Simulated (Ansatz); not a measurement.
Gas-phase electronic energies from Ansatz, PBE0-D4/def2-TZVP geometries. CCSD(T)/CBS is the MP2 limit (def2-TZVPP, def2-QZVPP) plus CCSD(T) − MP2 in def2-TZVPP, frozen cores. This one scheme is used for every species. One conformer a species, not always the lowest.

`CNB(F)[SiH2]Cl` + H₂ → `CNB(F)[SiH3]` + HCl  (hydrogenolysis of the Si–Cl bond)

```json
{"species": "`CNB(F)[SiH2]Cl`", "CCSD(T)/def2-TZVPP energy (Eh)": "-969.76890"}
{"species": "H₂", "CCSD(T)/def2-TZVPP energy (Eh)": "-1.17233"}
{"species": "`CNB(F)[SiH3]`", "CCSD(T)/def2-TZVPP energy (Eh)": "-510.58011"}
{"species": "HCl", "CCSD(T)/def2-TZVPP energy (Eh)": "-460.33125"}
```

(1) Work out ΔE.

Largest T1 diagnostic among the species: 0.013.

Results:

(1) ΔE = (-510.58011) + (-460.33125) − (-969.76890) − (-1.17233) = 0.02987 Eh = +78.4 kJ/mol. CCSD(T)/CBS gives +85.2 kJ/mol.

In def2-TZVPP, CCSD(T) changes the Hartree–Fock value by +5.3 kJ/mol (the triples alone add +3.1 kJ/mol) and MP2 by +16.1 kJ/mol. The D4 term adds +7.1 kJ/mol with B3LYP and +3.8 kJ/mol with PBE0; it sums over pairs of atoms, weighted by their polarisabilities, and B3LYP, whose exchange is more repulsive, gets the larger term.

B3LYP here is the variant with VWN-RPA as its local correlation; programs differ in this.
